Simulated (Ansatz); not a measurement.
Consider the atomization: `CBNC` → B• + 2 C• + 8 H• + N•.

Calculated with Ansatz (gas phase, PBE0-D4/def2-TZVP geometries, no zero-point term in ΔE). CCSD(T)/CBS adds triple-zeta CCSD(T) − MP2 to the extrapolated MP2 energy (def2 sets, frozen cores). This one scheme is used for every species, atoms too. Functionals use def2-TZVPP. Open shells (•) are unrestricted, without spin–orbit coupling. Spin–orbit coupling would lower the free atoms: a little for B, C. One conformer a species, not always the lowest.

CCSD(T)/CBS gives +4570.2 kJ/mol.

Problem. Another level gave +4591.3 kJ/mol. Which?
A. PBE/def2-TZVPP
B. revPBE-D4/def2-TZVPP
C. PBE0/def2-TZVPP
D. LDA (SPW92)/def2-TZVPP

Solution. C. PBE0 4591.3, LDA (SPW92) 5180.8, revPBE-D4 4563.2, PBE 4646.7 kJ/mol.

Largest T1 diagnostic among the species: 0.014.

In def2-TZVPP, CCSD(T) changes the Hartree–Fock value by +1019.8 kJ/mol (the triples alone add +50.9 kJ/mol) and MP2 by +1056.4 kJ/mol; breaking electron pairs costs correlation energy, which Hartree–Fock lacks. The D4 term adds +26.1 kJ/mol with B3LYP and +13.7 kJ/mol with PBE0; it sums over pairs of atoms, weighted by their polarisabilities, and B3LYP, whose exchange is more repulsive, gets the larger term.

B3LYP here is the variant with VWN-RPA as its local correlation; programs differ in this.

For atomizations the MP2-based limit and the directly extrapolated one differ by several kJ/mol either way, and by 10 to 25 for some Ge, Se and Sn compounds, so smaller differences from it don't rank the levels.
